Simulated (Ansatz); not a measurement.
Ansatz (a quantum-chemistry and plane-wave program) input (CCSD(T)/def2-SVPD):

Ansatz 0.2 input:
```yaml
crystal:
  periodic: [false, false, false]
  atoms:
    - {symbol: Cu, position_ang: [0.00000000, 0.00000000, 0.00000000]}
    - {symbol: F, position_ang: [-0.00000000, -0.00000000, -1.81163028]}
    - {symbol: F, position_ang: [0.00000000, 0.00000000, 1.81163028]}
basis:
  gaussian:
    orbitals: def2-SVPD
total_charge: -1
magnetization: {spin_polarized: false}
correlation: {method: ccsd_t, electrons: outside_noble_gas}
output: {forces: true}
```

End of the output:

```
mean field evaluation 4: about -50001.7562 eV, gradient 2.5e0 eV
mean field evaluation 8: about -50001.7903 eV, gradient 3.7e-1 eV
mean field evaluation 16: about -50000.8109 eV, gradient 1.6e1 eV
mean field -50001.79111955 eV, -1837.5319312122 hartree, gradient 1.4e-6 eV, S^2 0.000000; 0 other end points of the search recorded, 0 dependent functions left out
11 core orbitals not correlated
reference -50001.79111955 eV, -1837.5319312122 hartree; 13, 13 occupied and 56, 56 virtual orbitals, 805 factors
densities: 0.28 GiB planned
second order -20.66447013 eV of doubles, -0.00000000 eV of singles
coupled cluster: 0.21 GiB planned
cycle   1  -18.48813538 eV  change     2.2e0 eV  update   2.1e-1
cycle   2  -19.38381827 eV  change   -9.0e-1 eV  update   1.1e-1
cycle   3  -19.51702014 eV  change   -1.3e-1 eV  update   4.8e-2
cycle   4  -19.54935967 eV  change   -3.2e-2 eV  update   2.7e-2
cycle   5  -19.51516916 eV  change    3.4e-2 eV  update   1.2e-2
cycle   6  -19.50978815 eV  change    5.4e-3 eV  update   5.8e-3
cycle   7  -19.51588555 eV  change   -6.1e-3 eV  update   1.9e-3
cycle   8  -19.51711495 eV  change   -1.2e-3 eV  update   6.6e-4
cycle   9  -19.51678347 eV  change    3.3e-4 eV  update   2.4e-4
cycle  10  -19.51694119 eV  change   -1.6e-4 eV  update   9.8e-5
cycle  11  -19.51699068 eV  change   -4.9e-5 eV  update   3.5e-5
cycle  12  -19.51692292 eV  change    6.8e-5 eV  update   1.7e-5
cycle  13  -19.51690632 eV  change    1.7e-5 eV  update   4.7e-6
coupled cluster: 0.21 GiB planned
perturbative correction -0.67404773 eV, -0.0247707971 hartree
the calculation of the forces begins
Total energy: -50021.98207360 eV, -1838.2739350875 hartree
Atom 0 at     0.000000     0.000000     0.000000 Å, force     0.000000    -0.000000     0.000000 eV/Å
Atom 1 at    -0.000000    -0.000000    -1.811630 Å, force    -0.000000    -0.000000    -0.381595 eV/Å
Atom 2 at     0.000000     0.000000     1.811630 Å, force     0.000000    -0.000000     0.381595 eV/Å
Dipole moment:    -0.000000     0.000000     0.000000 e Å
```
